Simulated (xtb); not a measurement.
Si₂, triplet, geometry from GFN2-xTB; GFN0-xTB (xtb).

The xtb input:
```
$ xtb mol.xyz --gfn 0 --uhf 2 --etemp 3000 --json

# file mol.xyz
2

Si    -0.00000000    -0.00000000    -1.08705736
Si     0.00000000     0.00000000     1.08705736
```

**Question.** What does xtb print? Leave out banner, timings and long lists.

**Answer.** 
```
   ID    Z sym.   atoms
    1   14 Si     1, 2

           -------------------------------------------------
          |                Calculation Setup                |
           -------------------------------------------------

           -------------------------------------------------
          |                 G F N 0 - x T B                 |
           -------------------------------------------------

          ...................................................
          :                      SETUP                      :
          :.................................................:
          :  # basis functions                  20          :
          :  # atomic orbitals                  18          :
          :  # shells                            6          :
          :  # electrons                         8          :
          :  electronic temp.         3000.0000000     K    :
          :  accuracy                    1.0000000          :
          :  -> integral cutoff          0.2500000E+02      :
          :  -> integral neglect         0.1000000E-07      :
          ...................................................

         :::::::::::::::::::::::::::::::::::::::::::::::::::::
         ::                     SUMMARY                     ::
         :::::::::::::::::::::::::::::::::::::::::::::::::::::
         :: total energy              -3.366534339863 Eh    ::
         :: gradient norm              0.075406128550 Eh/a0 ::
         :: HOMO-LUMO gap              0.720287080317 eV    ::
         ::.................................................::
         :: H0 energy                 -3.395809548550 Eh    ::
         :: repulsion energy           0.029599367047 Eh    ::
         :: electrostat energy         0.000000000000 Eh    ::
         :: -> Gsolv                   0.000000000000 Eh    ::
         ::    -> Gsasa                0.000000000000 Eh    ::
         ::    -> Gshift               0.000000000000 Eh    ::
         :: dispersion energy         -0.000324158360 Eh    ::
         :: short-range corr.          0.000000000000 Eh    ::
         :: add. restraining           0.000000000000 Eh    ::
         :: total charge               0.000000000000 e     ::
         :::::::::::::::::::::::::::::::::::::::::::::::::::::

           -------------------------------------------------
          |                Property Printout                |
           -------------------------------------------------

[...]
         5        1.0679           -0.3217765              -8.7560 (HOMO)
         6        0.2389           -0.2953065              -8.0357 (LUMO)
         7        0.2389           -0.2953065              -8.0357
         8        0.0004           -0.2322977              -6.3211
         9        0.0000           -0.1634043              -4.4465
        10        0.0000           -0.1634043              -4.4465
        11                         -0.1316382              -3.5821
        12                         -0.1316382              -3.5821
        13                         -0.0319358              -0.8690
        14                         -0.0193050              -0.5253
        15                         -0.0193050              -0.5253
        16                          0.1143898               3.1127
       ...                                ...                  ...
        18                          0.7888877              21.4667
      -------------------------------------------------------------
                  HL-Gap            0.0264701 Eh            0.7203 eV
             Fermi-level            0.0000000 Eh            0.0000 eV

     #   Z          covCN         q      C6AA      α(0)
     1  14 Si       0.970     0.000   271.359    35.203
     2  14 Si       0.970    -0.000   271.359    35.203

 Mol. C6AA /au·bohr⁶  :       1085.435495
 Mol. C8AA /au·bohr⁸  :      77637.559455
 Mol. α(0) /au        :         70.406663

Wiberg/Mayer (AO) data.
largest (>0.10) Wiberg bond orders for each atom

 ---------------------------------------------------------------------------
     #   Z sym  total        # sym  WBO       # sym  WBO       # sym  WBO
 ---------------------------------------------------------------------------
     1  14 Si   1.626 --     2 Si   1.626
     2  14 Si   1.626 --     1 Si   1.626
 ---------------------------------------------------------------------------

Topologies differ in total number of bonds
Writing topology from bond orders to xtbtopo.mol

 dipole moment from electron density (au)
     X       Y       Z
   0.0000   0.0000  -0.0000  total (Debye):    0.000

           -------------------------------------------------
          | TOTAL ENERGY               -3.366534339863 Eh   |
          | GRADIENT NORM               0.075406128550 Eh/α |
          | HOMO-LUMO GAP               0.720287080317 eV   |
           -------------------------------------------------

normal termination of xtb
```
